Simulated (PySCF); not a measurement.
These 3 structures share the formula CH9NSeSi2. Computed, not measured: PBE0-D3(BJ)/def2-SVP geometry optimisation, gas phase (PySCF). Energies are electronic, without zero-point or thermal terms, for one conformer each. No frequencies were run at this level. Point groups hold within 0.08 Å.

Question: Order them by energy at this level, lowest first, and give relative energies in kcal/mol.
A. `[CH3:1][NH:2][SiH2:3][Se:4][SiH3:5]` with C1–N2–Si3–Se4 152°, N2–Si3–Se4–Si5 136°
B. `[CH3:1][Si@@H:2]([NH2:3])[Se:4][SiH3:5]` with C1–Si2–N3–H -27° and -177°, C1–Si2–Se4–Si5 -80°
C. `[NH2:1][CH2:2][SiH2:3][Se:4][SiH3:5]` with H–N1–C2–Si3 -58° and 61°, N1–C2–Si3–Se4 -52°, C2–Si3–Se4–Si5 -142°

Answer: B (0.0), A (19.9), C (33.7).

| SMILES | E (Eh) | E rel (kcal/mol) | dipole (D) | point group | A, B, C (MHz) |
| --- | --- | --- | --- | --- | --- |
| C[Si@@H](N)[Se][SiH3] | -3077.72150 | 0.0 | 2.90 | C1 | 2406, 1396, 1139 |
| CN[SiH2][Se][SiH3] | -3077.68983 | 19.9 | 1.84 | C1 | 4464, 889.4, 789.2 |
| NC[SiH2][Se][SiH3] | -3077.66787 | 33.7 | 1.04 | C1 | 3960, 1032, 871.7 |

Question: As an exercise, what shares would exp(−E/RT) give at 2000 K from these electronic energies alone (no entropy, no degeneracies)?

Answer: RT = 3.974 kcal/mol: C[Si@@H](N)[Se][SiH3] 99.3 %, CN[SiH2][Se][SiH3] 0.7 %, NC[SiH2][Se][SiH3] under 0.1 %.
